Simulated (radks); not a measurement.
Values are calculated unless marked as measured or tabulated.
Q: Orbital eigenvalues (eV) of the germanium ion Ge2+, [Ar] 3d10 4s2, of relativity; Dirac values are averaged over j with weights 2j + 1. Spin-unpolarised spherical Kohn-Sham, PBE, point nucleus unless stated (finite: rms radius 4.0742 fm), a radial shooting solver on a logarithmic mesh with Libxc functionals. A level marked "c x" has the speed of light scaled by that factor.

| shell | non-rel. |
|---|---|
| 1s | -10823 |
| 2s | -1357.0 |
| 2p | -1210.3 |
| 3s | -182.85 |
| 3p | -134.27 |
| 3d | -49.984 |
| 4s | -28.784 |

Give the values at the level "Dirac".

A: 
shell    Dirac  change of magnitude (%)
1s      -10978                    +1.43
2s     -1391.2                    +2.52
2p     -1218.4                    +0.67
3s     -188.39                    +3.03
3p     -135.57                    +0.97
3d     -49.186                    -1.60
4s     -29.246                    +1.61
